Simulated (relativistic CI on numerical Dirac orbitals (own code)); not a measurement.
Re⁴⁺: calculation against measurement

Calculated at this level of theory: Dirac-Coulomb-Breit CI, KLI orbitals optimised for each configuration, model QED (radiative potential, 1s self-energy scaled to tabulated hydrogen-like ionisation energies), valence Slater integrals scaled by 0.85, P86 correlation energy added to each configuration (own radial code, finite nucleus).

Configurations in the expansion (outside the closed core [Kr] 4d10 4f14): 5s2 5p6 5d3, 5s2 5p6 5d2 6s, 5s2 5p6 5d2 6p, 5s2 5p6 5d2 5f, 5s2 5p6 5d2 5g, 5s2 5p6 5d 6s 6p, 5s2 5p6 5d2 7s, 5s2 5p6 5d2 6d, 5s2 5p5 5d4, 5s2 5p6 5d2 7p, 5s2 5p6 5d2 7d, 5s2 5p6 5d2 8s, 5s2 5p6 5d2 6f, 5s2 5p6 5d2 8p, 5s2 5p6 5d 5f 6s, 5s2 5p6 5d2 8d, 5s2 5p5 5d3 5f, 5s2 5p6 5d 6p 6d, 5s2 5p6 5d 5f 5g, 5s2 5p5 5d3 6s, 5s2 5p5 5d3 5g, 5s 5p6 5d4, 5s2 5p6 5d 6s2, 5s2 5p6 6s2 6p, 5s2 5p6 5f 6s2, 5s2 5p6 5g 6s2, 5s2 5p6 6s2 7s, 5s2 5p6 6s2 6d, 5s2 5p6 5d 5f2, 5s2 5p6 5f2 6s, 5s2 5p6 5f2 6p, 5s2 5p6 5f3, 5s2 5p6 5f2 5g, 5s2 5p6 5f2 7s, 5s2 5p6 5f2 6d, 5s2 5p6 5d 6p2, 5s2 5p6 6s 6p2, 5s2 5p6 6p3, 5s2 5p6 5f 6p2, 5s2 5p6 5g 6p2, 5s2 5p6 6p2 7s, 5s2 5p6 6p2 6d, 5s2 5p6 5d 5g2, 5s2 5p6 5g2 6s, 5s2 5p6 5g2 6p, 5s2 5p6 5f 5g2, 5s2 5p6 5g3, 5s2 5p6 5g2 7s, 5s2 5p6 5g2 6d, 5s2 5p6 5d 6s 6d, 5s2 5p6 6s 6p 6d, 5s2 5p6 5f 6s 6d, 5s2 5p6 5g 6s 6d, 5s2 5p6 6s 6d 7s, 5s2 5p6 6s 6d2, 5s2 5p6 5d 5f 6p, 5s2 5p6 5f 6s 6p, 5s2 5p6 5f 5g 6p, 5s2 5p6 5f 6p 7s, 5s2 5p6 5f 6p 6d, 5s2 5p6 5d 5g 6s, 5s2 5p6 5g 6s 6p, 5s2 5p6 5f 5g 6s, 5s2 5p6 5g 6s 7s. Double excitations out of closed p, d and f shells are left out; levels of such configurations are missing from the list, as are those of other unlisted configurations, and high levels can miss mixing partners. These lack a partner that the ground configuration has and come out too high: 5s2 5p6 5d2 7p, 5s2 5p6 5d2 7d, 5s2 5p6 5d2 8s, 5s2 5p6 5d2 6f, 5s2 5p6 5d2 8p.

```tsv
Configuration	Term (tabulated)	J	Measured (cm⁻¹)	Computed	Error	Purity (%)
5s2 5p6 5d3	4F	3/2	0.0	0	0	86
5s2 5p6 5d3	4F	5/2	4853.0	4315	-538	95
5s2 5p6 5d3	4F	7/2	8972.9	8156	-817	89
5s2 5p6 5d3	4F	9/2	11913.9	11049	-865	68
5s2 5p6 5d3	4P	1/2	14325.4	14157	-168	69
5s2 5p6 5d3	2G	7/2	19012.9	18076	-937	87
5s2 5p6 5d3	2H	9/2	19966.8	18952	-1015	56
5s2 5p6 5d3	4P	5/2	20922.1	20124	-798	91
5s2 5p6 5d3	2P	1/2	23668.8	23033	-635	68
5s2 5p6 5d3	2H	11/2	27076.9	25844	-1232	99
5s2 5p6 5d3	2D	5/2	28738.8	27640	-1099	89
5s2 5p6 5d3	2F	5/2	34161.8	33540	-622	87
5s2 5p6 5d3	2F	7/2	34625.3	33816	-809	95
5s2 5p6 5d3	2D	5/2	52467.1	51575	-892	88
5s2 5p6 5d2 6s	4F	3/2	63506.4	70908	7401	93
5s2 5p6 5d2 6s	4F	5/2	66188.6	73393	7204	84
5s2 5p6 5d2 6s	4F	7/2	71889.1	78622	6733	96
5s2 5p6 5d2 6s	4F	9/2	77307.5	83715	6407	93
5s2 5p6 5d2 6s	2F	5/2	77994.6	84667	6672	57
5s2 5p6 5d2 6s	4P	1/2	78208.6	85404	7195	93
5s2 5p6 5d2 6s	4P	3/2	81246.1	88146	6899	88
5s2 5p6 5d2 6s	2D	3/2	85741.6	92461	6719	67
5s2 5p6 5d2 6s	2F	7/2	86161.9	92412	6250	69
5s2 5p6 5d2 6s	2D	5/2	91992.4	98128	6136	57
5s2 5p6 5d2 6s	2G	9/2	92004.5	98396	6391	93
5s2 5p6 5d2 6s	2P	1/2	92326.7	98846	6519	91
5s2 5p6 5d2 6s	2G	7/2	93707.7	99850	6143	72
5s2 5p6 5d2 6s	2P	3/2	99336.1	105301	5965	81
5s2 5p6 5d2 6p	4G°	5/2	126234.6	131964	5729	63
5s2 5p6 5d2 6p	4G°	7/2	135906.8	140989	5082	74
5s2 5p6 5d2 6p	4D°	1/2	149050.0	153980	4930	83
5s2 5p6 5d2 6p	4D°	3/2	156212.5	160506	4294	72
5s2 5p6 5d2 6p	4G°	11/2	157629.2	161644	4015	93
5s2 5p6 5d2 6p	4P°	3/2	160748.4	165181	4433	62
5s2 5p6 5d2 6p	2G°	9/2	163341.1	167054	3713	81
5s2 5p6 5d2 6p	2D°	3/2	167335.2	171609	4273	68
```

Measured levels from measured levels as listed in Brasseur, Gamrath and Quinet, At. Data Nucl. Data Tables 157, 101636 (2024); pairs were made by configuration, J and term (by order where the table uses no LS term), so strongly mixed levels may be paired wrongly.

Mean error by configuration (cm⁻¹): 5s2 5p6 5d3 -802; 5s2 5p6 5d2 6s 6617; 5s2 5p6 5d2 6p 4559. Over the excited levels the mean absolute error is 3987 cm⁻¹ (35 of the 69 excited levels that our extract of the source holds in range could be paired, and the others can miss by more), and the median relative error of those above 1,000 cm⁻¹ is 5.1 %. Some levels of the ground configuration have no partner.
